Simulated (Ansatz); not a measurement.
Reaction (formal exchange of groups at the Se–In bond): `[Cl][In]([Cl])[SeH]` + `BBCl` → `ClBB[SeH]` + `[Cl][InH][Cl]`

Gas-phase electronic energies from Ansatz, PBE0-D4/def2-TZVP geometries. CBS: MP2 limit from def2 TZ/QZ plus the TZ coupled-cluster correction, frozen cores. DFT in def2-TZVPP. HSE06 is defined as in plane-wave codes. Elements past krypton have def2 core potentials. For In, Se outer-core shells are correlated without core-valence functions, which leaves a few kJ/mol of doubt a bond. Scalar relativity is left out up to krypton. One conformer a species, not always the lowest.

`[Cl][In]([Cl])[SeH]`:

Cartesian coordinates in Å:
```
Cl 0.175 2.181 0.979
In -0.206 0.368 -0.402
Cl -1.116 0.828 -2.472
Se 0.335 -1.940 0.299
H 0.811 -1.438 1.596
```

`BBCl`:

Z-matrix (Å, degrees):
```
B
B 1 1.654
H 1 1.198 2 121.6
H 1 1.198 2 121.7 3 179.5
Cl 2 1.753 1 117.9 3 -89.7
H 2 1.196 1 126.1 3 90.3
```

`ClBB[SeH]`:

```xyz
7

Cl   -2.298    1.164    0.376
B    -0.637    1.139   -0.170
B     0.174   -0.312   -0.273
Se    1.118   -1.007    1.229
H    -0.176    2.200   -0.473
H     0.196   -0.948   -1.284
H     1.622   -2.234    0.595
```

`[Cl][InH][Cl]`:

```xyz
4

Cl    1.827   -1.176    0.309
In   -0.188   -0.105   -0.062
Cl   -0.027    2.176    0.282
H    -1.612   -0.895   -0.528
```

| level | ΔE (kcal/mol) | difference from CCSD(T)/CBS |
| --- | --- | --- |
| B97M-V | -0.1 | -2.9 |
| B2PLYP | 2.9 | 0.1 |
| BLYP | 2.5 | -0.3 |
| HSE06 | 1.4 | -1.4 |
| BHLYP | 4.4 | 1.6 |
| CCSD/def2-SVP | 2.3 | -0.5 |
| CCSD(T)/def2-TZVPP | 1.4 | -1.4 |
| HF/def2-QZVPP | 7.4 | 4.6 |
| SCS-MP2/def2-QZVPP | 3.7 | 0.9 |
| MP2/CBS(def2) | 3.8 | 1.0 |
| CCSD(T)/CBS | 2.8 | 0 |

Largest T1 diagnostic among the species: 0.014.

From r2SCAN to r2SCAN0 (25 % exact exchange), in def2-TZVPP and without D4, ΔE moves by +0.7 kcal/mol. At CCSD(T), def2-SVP lies −1.4 kcal/mol from the extrapolated value and def2-TZVPP −1.4 kcal/mol. In def2-TZVPP, CCSD(T) changes the Hartree–Fock value by −5.9 kcal/mol (the triples alone add −0.8 kcal/mol) and MP2 by −4.9 kcal/mol.
